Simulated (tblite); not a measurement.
Compound: C4H9FNSi2 (doublet state).
Atom-mapped SMILES: `[F:1][SiH2:2][N:3]([CH2:4][SiH3:5])[C:6]1[CH:7]=[CH:8]1` (hydrogens: H9, H10 on Si2; H11, H12 on C4; H13, H14, H15 on Si5; H16 on C7; H17 on C8)

Structure optimised with GFN2-xTB, isolated species. This method treats the open shell by occupation alone, without spin polarisation.

(1) List the bond lengths, angles and torsions at this level.

Answers

(1) 
```
            bond  length (Å)
          F1–Si2       1.607
          Si2–N3       1.722
           N3–C4       1.454
          C4–Si5       1.911
           N3–C6       1.384
           C6–C7       1.479
           C7=C8       1.321
           C6–C8       1.466
 Si2–H9, Si2–H10       1.457
  C4–H11, C4–H12       1.090
Si5–H13, Si5–H15       1.461
         Si5–H14       1.476
  C7–H16, C8–H17       1.064
```

Bonds in one row agree within 0.01 Å and their mean is given. A selection of angles:
```
    angle  degrees
F1–Si2–N3    105.5
Si2–N3–C4    124.4
Si2–N3–C6    122.5
 C4–N3–C6    109.9
N3–C4–Si5    105.6
 N3–C6–C7    130.0
 N3–C6–C8    128.3
 C7–C6–C8     53.3
 C6–C7–C8     62.8
```

Dihedral angles: F1–Si2–N3–C4 -18° (synperiplanar); Si2–N3–C4–Si5 -127° (anticlinal); Si2–N3–C6–C7 -109° (anticlinal); N3–C6–C7–C8 113° (anticlinal); N3–C6–C8–C7 -116° (anticlinal). The mirror-image conformer, all signs reversed, is as good.

C6 (carbon bonded to 2 C and N) is pyramidal (angles 130.0°, 128.3° and 53.3°, sum 311.6°, 0.52 Å off the plane of its three neighbours). N3 (nitrogen bonded to 2 C and Si) is almost planar (angles 124.4°, 122.5° and 109.9°, sum 356.9°, 0.15 Å off the plane of its three neighbours). Si2 (silicon bonded to F, N and 2 H) is distorted tetrahedral (angles from 104.6° to 115.0°). The C–C distances run from 1.321 Å (C7=C8, drawn double in one of several resonance forms) to 1.479 Å (C6–C7, drawn single in one of several resonance forms), a spread of 0.158 Å. C7 (carbon bonded to 2 C and H) is planar (angles 148.6°, 148.5° and 62.8°, sum 360.0°, 0.01 Å off the plane of its three neighbours). The C–N distances run from 1.384 Å (N3–C6, drawn single) to 1.454 Å (N3–C4, drawn single), a spread of 0.070 Å. Of the pairs four or more bonds apart, F1···H12 is among the closest relative to their van der Waals radii: 2.49 Å, 93 % of the sum of Bondi's values.

Point group: C1 (no symmetry element, even within 0.4 Å). Its GFN2-xTB frequencies are all real (lowest 16 cm⁻¹).

All values are computed, not measured.
